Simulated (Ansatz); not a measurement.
`[Br][Zn][Br]` + HCl → `[Cl][Zn][Br]` + HBr at 500 K and 1 bar (ligand exchange at a Zn–Br bond).

Computed with Ansatz on PBE0-D4/def2-TZVP structures; ΔE is electronic, products minus reactants. CCSD(T)/CBS is the MP2 limit (def2-TZVPP, def2-QZVPP) plus CCSD(T) − MP2 in def2-TZVPP, frozen cores. This one scheme is used for every species. For Br, Zn outer-core shells are correlated without core-valence functions, which leaves a few kJ/mol of doubt a bond. Scalar relativity is left out up to krypton.

| species | CCSD(T)/CBS energy (Eh) | H − E (kJ/mol) | S (J/(mol·K)) |
| --- | --- | --- | --- |
| `[Br][Zn][Br]` | -6925.13790 | 31.8 | 331.3 |
| HCl | -460.38127 | 32.5 | 201.9 |
| `[Cl][Zn][Br]` | -4811.59312 | 32.1 | 324.9 |
| HBr | -2573.91920 | 30.5 | 213.7 |

H − E and S are ideal-gas, rigid-rotor, harmonic terms from PBE0-D4/def2-TZVP. 1 Eh = 2625.50 kJ/mol, R = 8.31446 J/(mol·K).

Problem. By hand: ΔE, ΔH, ΔS and ΔG.

Solution. ΔE = (-4811.59312) + (-2573.91920) − (-6925.13790) − (-460.38127) = 0.00685 Eh = 18.0 kJ/mol. Δ(H − E) = 32.1 + 30.5 − 31.8 − 32.5 = -1.7, so ΔH = 16.3 kJ/mol. ΔS = 324.9 + 213.7 − 331.3 − 201.9 = 5.4 J/(mol·K). ΔG = 16.3 − 500 × (5.4)/1000 = 13.6 kJ/mol.

Problem. By hand: the equilibrium constant, and the temperature at which ΔG would vanish if ΔH and ΔS stayed fixed.

Solution. log₁₀ K = −ΔG/(RT ln 10) = -1.4. ΔG = 0 at ΔH/ΔS = 3019 K, far beyond where these terms or the molecules hold.

The number of gas molecules stays the same, so ΔS is small and ΔH decides. A doubt of 5 kJ/mol in ΔE shifts log₁₀ K by 0.5 here. These are equilibria of isolated gas molecules and say nothing of rates. Largest T1 diagnostic: 0.011 (customary marks: 0.02 for closed shells, 0.045 for open ones).
